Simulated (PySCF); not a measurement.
Species: C₆H₁₃NOSi₂.
Bonds: C1–C2, C2–C3, C3–C4 (aromatic), C4–C5 (aromatic), C5–O6 (aromatic), O6–C7 (aromatic), C7–N8, N8–Si9, N8–Si10, C3–C7 (aromatic). Hydrogens: H11, H12, H13 on C1; H14, H15 on C2; H16 on C4; H17 on C5; H18, H19, H20 on Si9; H21, H22, H23 on Si10.

NICS is the negative of the GIAO shielding at a point without a nucleus: at the ring centre (0) and 1 Å above and below it (1); zz is the component along the ring normal. Level: GIAO PBE0/pcSseg-1 (PySCF, non-relativistic, gas phase) on the GFN2-xTB geometry, one conformer.

Ring bond lengths (Å), with Mayer bond orders in brackets: C3–C4 1.426 (1.25), C4–C5 1.354 (1.62), C5–O6 1.356 (1.03), O6–C7 1.353 (1.00), C7–C3 1.371 (1.54).

Give the NICS values of each ring in ppm.

```json
{"ring": "C3–C4–C5–O6–C7", "type": "5-membered ring with O; formal bonds all aromatic", "NICS(0)": "-11.7", "NICS(1), two faces": "-8.9 / -9.1", "NICS(1)zz, two faces": "-21.3 / -21.2", "rms pucker (Å)": "0.00", "centre to ring atoms, mean (Å)": "1.17"}
```

What do they say, and how far can they be read as aromaticity?

- C3–C4–C5–O6–C7: mean NICS(1)zz -21.2 ppm, shielded. The ring is flat and has no four-coordinate atom; by the NICS criterion it is aromatic.

And the bond-length index? Use HOMA with the parameters of Krygowski (1993).

- C3–C4–C5–O6–C7: HOMA 0.35; the largest term is that of C5–O6, α(R − Ropt)² = 1.31.

What is the mean of the two in-plane components of NICS at the second NICS(1) probe listed for ring C3–C4–C5–O6–C7, 1 Å off the ring?

The isotropic value is a third of the trace: (3 × -9.1 − (-21.2))/2 = -3.0 ppm.

Shape of the structure used: `[CH3:1][CH2:2][c:3]1[cH:4][cH:5][o:6][c:7]1[N:8]([SiH3:9])[SiH3:10]`: C1–C2–C3–C4 96°, O6–C7–N8–Si9 -17°.
